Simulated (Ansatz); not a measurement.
CrCl₃⁺. Charge 1, multiplicity 3. Geometry B3LYP-D4/def2-SVP; atoms count from 1.

Cartesian coordinates in Å:
```
Cr -0.026 0.050 -0.010
Cl -0.394 -0.967 1.755
Cl 1.566 -0.732 -1.076
Cl -1.145 1.649 -0.669
```

The relaxed charge 1 triplet is spin-contaminated (final ⟨S²⟩ up to 2.17, 2.00 for a pure state).

Problem. Estimate the Mulliken populations from the PBE0/def2-TZVP orbitals of Ansatz.

Solution. 
```json
{"atom": "Cr1", "charge (e)": "1.10", "spin (α − β)": "2.55", "d electrons": "4.25"}
{"atom": "Cl2", "charge (e)": "-0.04", "spin (α − β)": "-0.14", "d electrons": "–"}
{"atom": "Cl3", "charge (e)": "-0.05", "spin (α − β)": "-0.13", "d electrons": "–"}
{"atom": "Cl4", "charge (e)": "-0.01", "spin (α − β)": "-0.28", "d electrons": "–"}
```
Mulliken values depend strongly on the basis.

Problem. Where does the spin sit?

Solution. Summed by element: Cr 2.55, Cl -0.55, of 2 unpaired in all. Largest on single atoms: Cr1 2.55, Cl4 -0.28, Cl2 -0.14.

Problem. And the Mayer bond orders between heavy atoms (over 0.3)?

Solution. Cr1–Cl2 1.35 (2.07 Å); Cr1–Cl3 1.35 (2.07 Å); Cr1–Cl4 1.39 (2.06 Å).
